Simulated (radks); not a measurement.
Numerical settings for neutral bismuth, [Hg] 6p3. Method: scalar-relativistic Kohn-Sham, PBEsol, spin-polarised, spherical densities, point nucleus; open shells are filled with parallel spins first (spin-orbit coupling, left out, can overturn this in heavy ions); computed with a radial shooting solver on a logarithmic mesh with Libxc functionals. The defaults (mesh step 0.008 in ln r, mesh end at 40 bohr or more with all orbitals vanishing there, Anderson mixing 0.5 over 9 steps, residual threshold near 1e-9 with the energy settled to 1e-9 hartree or 1e-11 of itself, here a cap of 60 iterations) give E = -21525.121 hartree and 6p at -5.198 eV in 14 iterations. Run on one thread of a shared host, so times are rough (Intel(R) Xeon(R) 6975P-C): 0.24 s of CPU time, 0.24 s wall, 14 iterations on 2728 mesh points. Changes against that run (0 stands for a change within the tolerance of the run):

setting                     iterations         converged  E (mhartree)  e(6p) (meV)  CPU (s)
mesh step in ln r 0.03              14               yes      +0.00729            0     0.07
mesh step in ln r 0.2                4                no      diverged            -     0.01
mesh step in ln r 0.12               4                no      diverged            -     0.01
mesh end (bohr) 2                   13  level above zero     +2.12e+04    +1.31e+05      0.2
mesh end (bohr) 8                   14               yes         +3.96         +175     0.24
residual threshold 1e-16            60                no             0            0     0.48
residual threshold 1e-13            22               yes             0            0      0.3
mixing 0.01                         22               yes             0            0     0.38
linear mixing, mixing 0.05          60                no         -27.8         -108        1
linear mixing, mixing 0.2           60                no             0            0     0.85
mixing history 3                    16               yes             0            0     0.26
iteration cap 5                      5                no         +5.84        +6.88     0.11

Settled on a wrong energy, with an occupied level pushed above zero by the early mesh end: mesh end (bohr) 2 (+21.2 hartree). Apart from these: settings that end as converged yet miss the energy by more than 1 mhartree: mesh end (bohr) 8 (+0.00396 hartree). A mesh that ends early acts as a hard wall.
